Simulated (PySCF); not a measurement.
arsine (AsH3), SMILES [AsH3].

Geometry optimised at PBE-D3(BJ)/def2-TZVPD.

Method: PBE-D3(BJ)/def2-TZVPD (PySCF 2.14.0).

Frequencies are harmonic and unscaled.

Modes within 1.5 cm⁻¹ of each other (mostly degenerate sets) share a row, with their intensities summed.

| mode | ν (cm⁻¹) | IR (km/mol) | moving atoms (share of kinetic energy) |
|---|---|---|---|
| 1 | 893 | 22.8 | H 97 % |
| 2–3 | 978 | 18.8 | H 99 % |
| 4 | 2125 | 72.0 | H 99 % |
| 5–6 | 2142 | 183.9 | H 99 % |
